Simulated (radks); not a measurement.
Ce4+, 54 electrons, occupied as [Kr] 4d8 5s2 5p6 6s2 (not the ground configuration). All-electron calculation, Dirac Kohn-Sham, PBE, spin-unpolarised, spherical densities, finite nucleus; open shells fill j = l - 1/2 first; Fermi nuclear charge, rms radius 4.8771 fm. Program: a radial shooting solver on a logarithmic mesh with Libxc functionals. Some entries of the table are withheld. Estimate them.

| orbital | occ. | eigenvalue (eV) | <r^2> (bohr^2) | <r> (bohr) |
|---|---|---|---|---|
| 1s1/2 | 2 | -40313.72 | 0.0008209 | 0.02457 |
| 2s1/2 | 2 | -6523.915 | 0.01300 | 0.1047 |
| 2p1/2 | 2 | -6164.258 | 0.009535 | 0.08795 |
| 2p3/2 | 4 | -5717.767 | 0.01080 | 0.09415 |
| 3s1/2 | 2 | -1470.097 | 0.08851 | 0.2781 |
| 3p1/2 | 2 | -1317.915 | 0.08340 | 0.2679 |
| 3p3/2 | 4 | -1230.022 | 0.09090 | 0.2800 |
| 3d3/2 | 4 | -964.2088 | (1) | 0.2510 |
| 3d5/2 | 6 | -945.3220 | (2) | 0.2548 |
| 4s1/2 | 2 | -356.5286 | 0.4455 | 0.6287 |
| 4p1/2 | 2 | -299.3625 | 0.4718 | 0.6447 |
| 4p3/2 | 4 | -279.6651 | 0.5092 | 0.6699 |
| 4d3/2 | 4 | -185.2487 | 0.5843 | 0.7116 |
| 4d5/2 | 4 | -181.6599 | 0.5979 | 0.7200 |
| 5s1/2 | 2 | -93.6962 | 2.126 | 1.380 |
| 5p1/2 | 2 | -75.5735 | (3) | 1.490 |
| 5p3/2 | 4 | -71.6246 | (4) | 1.545 |
| 5d3/2 | 0 | -44.8273 | 3.998 | (5) |
| 5d5/2 | 0 | -44.2607 | 4.083 | (6) |
| 6s1/2 | 2 | -34.4453 | 9.120 | 2.869 |
| 6p1/2 | 0 | -28.8706 | 11.11 | (7) |
| 6p3/2 | 0 | -27.9306 | 11.76 | (8) |
| 7s1/2 | 0 | -17.3260 | 28.38 | 5.060 |

Answer. 
(1) 3d3/2 <r^2> (bohr^2): 0.07437
(2) 3d5/2 <r^2> (bohr^2): 0.07649
(3) 5p1/2 <r^2> (bohr^2): 2.488
(4) 5p3/2 <r^2> (bohr^2): 2.675
(5) 5d3/2 <r> (bohr): 1.880
(6) 5d5/2 <r> (bohr): 1.900
(7) 6p1/2 <r> (bohr): 3.165
(8) 6p3/2 <r> (bohr): 3.257
